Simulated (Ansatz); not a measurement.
Ideal-gas functions of C$_{2}$H$_{4}$NOSi, SMILES `C[SiH]N=C=O` radical at 298.15 K and 1 bar, from an Ansatz frequency run at PBE0-D4/def2-TZVP.

Molar mass 86.15 g/mol, point group C1 (symmetry number 1), electronic degeneracy 2, moments of inertia 31.121, 285.241, 309.781 u Å². Harmonic wavenumbers (cm⁻¹, unscaled): 31, 88, 153, 232, 546, 581, 632, 635, 701, 755, 803, 883, 1267, 1438, 1444, 1503, 2188, 2410, 3046, 3131, 3148.

Use S(trans) = R[1.5 ln M + 2.5 ln T − 1.1517]; rotational temperatures θ = 24.2544 K / I; S(rot) = R[ln(√π/σ · √(T³/θAθBθC)) + 1.5]; for each mode x = 1.438777 ν̃/T, S = R[x/(eˣ − 1) − ln(1 − e⁻ˣ)] and H = RT x/(eˣ − 1); 1 cm⁻¹ = 0.0119627 kJ/mol; R = 8.31446 J/(mol·K).

By hand: the entropy, in J/(mol·K).

Translation 164.4. Rotation: θ = 0.7794, 0.085, 0.0783 K, giving 110.2. Vibration, mode by mode: 24.12, 15.50, 11.02, 7.80, 2.31, 2.02, 1.66, 1.65, 1.28, 1.03, 0.86, 0.63, 0.13, 0.06, 0.06, 0.05, 0.00, 0.00, 0.00, 0.00, 0.00, in all 70.2. Electronic 5.8. Sum 350.6 J/(mol·K).

By hand: H − E and G − E in kJ/mol, counted from the electronic energy.

Zero-point energy ½ × 25615 × 0.0119627 = 153.2; thermal vibration 10.0; translation, rotation and pV give 4 RT = 9.9. H − E = 173.1 kJ/mol, and G − E = 173.1 − 298.15 × 350.6/1000 = 68.6 kJ/mol.

Vibration gives 20 % of the entropy, 39.6 J/(mol·K) of it from the modes under 150 cm⁻¹: soft modes count most, and the harmonic formula is weakest for them. The sum counts one conformer and one mirror image; others add a mixing term.
